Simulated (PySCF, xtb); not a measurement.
Al(H)(F)(OEt) (C2H6AlFO), SMILES [O](CC)[AlH][F].

GFN2-xTB in xtb at its own geometry gives an orbital gap of 5.09 eV and a dipole moment of 2.67 D.

Geometry: B3LYP-D3(BJ)/def2-SVP. The structure was generated by enumeration; whether it is a known compound was not checked. The values are those of a single conformer.

What does PBE/def2-TZVP (PySCF) give? (Estimate from the structure and the level; the computed values follow.)

gap 5.57 eV (levels -6.81 and -1.23 eV), dipole 2.47 D.
